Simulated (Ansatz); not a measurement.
Reaction (redistribution): `F[SiH2]S[SiH2]Cl` + `F[Si](F)(Cl)[SiH2]Cl` → `F[SiH2][SiH2]Cl` + `F[Si](F)(Cl)S[SiH2]Cl`

Isolated molecules relaxed with PBE0-D4/def2-TZVP in Ansatz; ΔE leaves out vibrations. CBS: MP2 limit from def2 TZ/QZ plus the TZ coupled-cluster correction, frozen cores. This one scheme is used for every species. Functionals use def2-TZVPP. One conformer a species, not always the lowest.

(1) Is it downhill or uphill in electronic energy at CCSD(T)/CBS, and by how much? (An estimate is asked.)

(2) What do these levels give: ωB97M-V, HF/def2-TZVPP, SCS-MP2/def2-TZVPP, CCSD/def2-TZVPP, CCSD(T)/def2-TZVPP, HF/def2-QZVPP? (An estimate is asked.)

Largest T1 diagnostic among the species: 0.011.

Results:

(1) Computed: Uphill: ΔE = +10.0 kJ/mol.

(2) The calculation gave: ωB97M-V 9.1, HF/def2-TZVPP 10.7, SCS-MP2/def2-TZVPP 10.3, CCSD/def2-TZVPP 9.7, CCSD(T)/def2-TZVPP 9.7, HF/def2-QZVPP 11.0 kJ/mol.

The D4 term adds −3.9 kJ/mol with B3LYP and −2.1 kJ/mol with PBE0; it sums over pairs of atoms, weighted by their polarisabilities, and B3LYP, whose exchange is more repulsive, gets the larger term.

B3LYP here is the variant with VWN-RPA as its local correlation; programs differ in this.
